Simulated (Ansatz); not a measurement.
BCl3⁺. The state is a doublet with charge 1. Geometry PBE-D4/def2-TZVP; atoms count from 1.

```csv
atom,x (Å),y (Å),z (Å)
B1,-0.001,0.000,0.001
Cl2,1.085,1.135,0.733
Cl3,-1.107,0.526,-1.225
Cl4,0.023,-1.662,0.491
```

Estimate the Mulliken populations from the PBE0/def2-TZVP orbitals of Ansatz.


```csv
atom,charge (e),spin (α − β)
B1,0.17,-0.08
Cl2,0.28,0.36
Cl3,0.28,0.36
Cl4,0.28,0.36
```
Mulliken values depend strongly on the basis.

Where does the spin sit?

Summed by element: B -0.08, Cl 1.08, of 1 unpaired in all. Largest on single atoms: Cl2 0.36, Cl3 0.36, Cl4 0.36.

And the Mayer bond orders between heavy atoms (over 0.3)?

B1–Cl2 1.33 (1.73 Å); B1–Cl3 1.33 (1.73 Å); B1–Cl4 1.33 (1.73 Å).
